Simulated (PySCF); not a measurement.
**Dipole response of Rh (rhodium, neutral)**

[Kr] 4d7 5s2, high-spin 4F determinant (an excited configuration). Calculation: PySCF 2.14, in aug-cc-pVTZ-DK; the spin-free X2C one-electron Hamiltonian (Gaussian nucleus). Coupled (time-dependent) response in atomic units; α is the mean over directions.

```
method  mean α (bohr³)  C₆ (like pair)  S(−4)
  PBE0           66.57           691.4   2190
```

S(−4) is the Cauchy moment in α(ω) = α(0) + S(−4) ω² + …

Spin-orbit coupling is absent.

α(iu) at PBE0:

```json
{"u (hartree)": "0", "α(iu) (bohr³)": "66.57"}
{"u (hartree)": "0.0500", "α(iu) (bohr³)": "61.63"}
{"u (hartree)": "0.100", "α(iu) (bohr³)": "51.11"}
{"u (hartree)": "0.200", "α(iu) (bohr³)": "32.46"}
{"u (hartree)": "0.300", "α(iu) (bohr³)": "21.89"}
{"u (hartree)": "0.500", "α(iu) (bohr³)": "12.48"}
{"u (hartree)": "0.750", "α(iu) (bohr³)": "7.873"}
{"u (hartree)": "1.00", "α(iu) (bohr³)": "5.622"}
{"u (hartree)": "1.50", "α(iu) (bohr³)": "3.396"}
{"u (hartree)": "2.00", "α(iu) (bohr³)": "2.304"}
{"u (hartree)": "3.00", "α(iu) (bohr³)": "1.264"}
{"u (hartree)": "5.00", "α(iu) (bohr³)": "0.5447"}
```

A single London oscillator, α(iu) = α/(1 + u²/ω²), gives C₆ = (3/4) ω α². Matching the computed C₆ needs ω = 4 × 691.4 / (3 × 66.57²) = 0.208 hartree.
